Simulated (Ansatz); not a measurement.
`[AlH2][CH]1[SiH2]B1[SiH3]`. Charge 0, multiplicity 1. The geometry is a stationary point of PBE0-D4/def2-TZVP.

```xyz
13

Al    1.980   -1.070   -0.744
C     0.894    0.339    0.206
Si    0.036    0.435   -1.477
B    -0.555    0.223    0.369
Si   -2.123    0.366    1.576
H     1.566   -2.590   -0.614
H     3.427   -0.584   -1.161
H     1.621    0.862    0.828
H     0.153    1.584   -2.406
H     0.664   -0.771   -2.204
H    -2.944    1.545    1.181
H    -2.969   -0.851    1.433
H    -1.752    0.512    3.011
```

Task: What is the dipole moment at ωB97M-V/def2-TZVPP? (An estimate is asked.)

Result: Ansatz gave: 1.10 D, with components (0.18, 0.91, -0.59) D in this frame, pointing from negative to positive charge.

Task: And with PBE, r2SCAN, B3LYP? (An estimate is asked.)

Result: The calculation gave: PBE 1.03 D, r2SCAN 1.07 D, B3LYP 1.08 D.

Task: Give the Mulliken charges with ωB97M-V, PBE, r2SCAN in def2-TZVPP. (Estimate.)

Result: Computed: 
| atom | ωB97M-V | PBE | r2SCAN |
| --- | --- | --- | --- |
| Al1 | 0.32 | 0.29 | 0.42 |
| C2 | -0.26 | -0.12 | -0.22 |
| Si3 | 0.05 | 0.05 | 0.14 |
| B4 | 0.07 | 0.06 | 0.03 |
| Si5 | 0.02 | 0.07 | 0.18 |
| H6 | -0.11 | -0.12 | -0.16 |
| H7 | -0.11 | -0.12 | -0.16 |
| H8 | 0.13 | 0.11 | 0.10 |
| H9 | 0.00 | -0.04 | -0.05 |
| H10 | -0.03 | -0.03 | -0.07 |
| H11 | -0.03 | -0.05 | -0.07 |
| H12 | -0.02 | -0.05 | -0.07 |
| H13 | -0.03 | -0.06 | -0.08 |

B3LYP here is the variant with VWN-RPA as its local correlation; programs differ in this.
